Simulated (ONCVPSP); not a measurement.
Before and after: ONCV potential for Kr

Kr (Z = 36), optimised norm-conserving Vanderbilt (ONCV), made with ONCVPSP 4.0.1 (LDA (Perdew-Zunger), scalar-relativistic). Core [Ne] 3s2, reference 3p6 3d10 4s2 4p5.5 (charge +0.5). Waves: 4s: rc 1.35 bohr, ncon 3, nbas 7, qcut 5.2 1/bohr, 2 projectors, debl 1.6 Ha; 3p+4p: rc 0.85 bohr, ncon 4, nbas 7, qcut 12.8 1/bohr, 2 projectors; 3d: rc 1.00 bohr, ncon 4, nbas 9, qcut 13.1 1/bohr, 2 projectors, debl 1.2 Ha. Local part: polynomial inside 0.65 bohr (lpopt 4, dvloc0 6 Ha). Core correction: polynomial model core, fcfact 0.25.

In the d channel the program set the typed energies aside and used -3.213, 0.250 Ha.

Change: d: qcut 10.4.

Cutoffs: the cutoffs (Ha) at which the residual kinetic energy of the hardest occupied pseudo-wave falls to 1 and 0.1 mHa per electron; they do not see the model core or the augmentation charge, which bear on the density cutoff. Errors are all-electron minus pseudo energies relative to the spin-unpolarised reference configuration.

Predict the effect on cutoff, ghosts and configuration errors.

The potential gets harder (101 Ha and 302 Ha → 316 Ha and 416 Ha); both files keep a bound ghost (s); of the 3 tests that both files solve, the error grows in 1 and shrinks in 0 by more than 15 % and 0.3 meV (median size 0.7 → 0.8 meV).

| quantity | base | changed |
| --- | --- | --- |
| cutoff, loose | 101 Ha | 316 Ha |
| cutoff, tight | 302 Ha | 416 Ha |
| loose cutoff by channel | s 15 Ha, p 76 Ha, d 101 Ha | s 15 Ha, p 76 Ha, d 316 Ha |
| bound ghosts | s | s |
| GHOST(+) flags under 300 eV | none | none |
| tests with a reliable result | 3 of 4 | 3 of 4 |
| error for 3p6 3d10 4s2 4p6, meV [ΔE -5.93 eV] | -0.7 | -0.8 |
| error for 3p6 3d10 4s2 4p5, meV [ΔE 8.51 eV] | +0.4 | +0.4 |
| error for 3p6 3d10 4s2 4p4, meV [ΔE 33.84 eV] | -1.2 | -1.6 |
| s: phases at 1.37 bohr within 0.05 rad from the reference energy up to (Ha; the scan ends near 5) | to the end of the scan | to the end of the scan |
| p: phases at 0.86 bohr within 0.05 rad from the reference energy up to (Ha; the scan ends near 5) | to the end of the scan | to the end of the scan |
| d: phases at 1.01 bohr within 0.05 rad from the reference energy up to (Ha; the scan ends near 5) | to the end of the scan | to the end of the scan |
| rms error of d²Exc/dni dnj with the model core, mHa | 0.82 | 0.63 |

 A true bound ghost makes a file unfit for plane-wave use even where its test errors are small: the radial tests pick states by their node count and pass the ghost by.
